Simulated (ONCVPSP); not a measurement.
## Logarithmic derivatives: phosphorus, ONCV

```
Element                 : phosphorus
Generator               : ONCVPSP 4.0.1
Type                    : optimised norm-conserving Vanderbilt (ONCV)
Functional              : PBEsol
Relativity              : scalar-relativistic
Frozen core             : [Ne]
Valence charge          : 5
Reference configuration : 3s1 3p4
Partial waves           : 3s: rc 1.65 bohr, ncon 4, nbas 7, qcut 5.1 1/bohr, 2 projectors, debl 2.9 Ha; 3p: rc 1.90 bohr, ncon 4, nbas 9, qcut 4.6 1/bohr, 2 projectors, debl 2.1 Ha; d scattering state at 0.38 Ha: rc 1.85 bohr, ncon 4, nbas 8, qcut 5.5 1/bohr, 2 projectors, debl 1.3 Ha
Local potential         : polynomial inside 1.30 bohr (lpopt 3, dvloc0 0 Ha)
Core correction         : Teter function, fcfact 1.5, rcfact 1.35
```

The phase is arctan(r·R′/R) of the radial function R(r), unwrapped; energies in Ha, scanned from -2 to 5 Ha. A pole is an energy at which the radial function vanishes at the test radius. The pseudo phase is shifted by a multiple of π to meet the all-electron one at the reference energy, and phase errors are pseudo minus all-electron; the curves can meet again beyond the range given. Levels narrower than the energy grid can be missing from the lists of poles.

```json
{"channel": "s", "radius (bohr)": "1.68", "reference energy (Ha)": "-0.54", "poles, all-electron": "1.68", "poles, pseudo": "1.68", "unbroken range about the reference energy with phases within 0.05 rad": "below 4.5", "phase error 1 Ha above the reference energy (rad)": "-0.000"}
{"channel": "p", "radius (bohr)": "1.93", "reference energy (Ha)": "-0.22", "poles, all-electron": "1.26", "poles, pseudo": "1.26", "unbroken range about the reference energy with phases within 0.05 rad": "below 3.5", "phase error 1 Ha above the reference energy (rad)": "-0.000"}
{"channel": "d", "radius (bohr)": "1.88", "reference energy (Ha)": "0.38", "poles, all-electron": "1.81", "poles, pseudo": "1.81", "unbroken range about the reference energy with phases within 0.05 rad": "the whole range", "phase error 1 Ha above the reference energy (rad)": "+0.000"}
```

Phases in the p channel:

```tsv
E (Ha)	all-electron	pseudo
-1.98	1.126	1.125
-1.80	1.082	1.080
-1.62	1.024	1.023
-1.44	0.948	0.947
-1.26	0.843	0.841
-1.08	0.690	0.689
-0.90	0.463	0.462
-0.72	0.135	0.135
-0.54	-0.269	-0.269
-0.36	-0.644	-0.644
-0.18	-0.919	-0.919
0.00	-1.106	-1.106
0.18	-1.234	-1.234
0.36	-1.327	-1.327
0.54	-1.396	-1.396
0.72	-1.451	-1.451
0.90	-1.496	-1.497
1.08	-1.536	-1.536
1.26	-1.571	-1.571
1.44	-1.603	-1.603
1.62	-1.634	-1.634
1.80	-1.666	-1.666
1.98	-1.698	-1.698
2.16	-1.734	-1.734
2.34	-1.774	-1.775
2.52	-1.822	-1.823
2.70	-1.882	-1.884
2.88	-1.962	-1.965
3.06	-2.074	-2.082
3.24	-2.244	-2.262
3.42	-2.520	-2.561
3.60	-2.949	-3.027
3.78	-3.452	-3.545
3.96	-3.841	-3.916
4.14	-4.083	-4.140
4.32	-4.233	-4.279
4.50	-4.332	-4.370
4.68	-4.402	-4.436
4.86	-4.454	-4.485
```
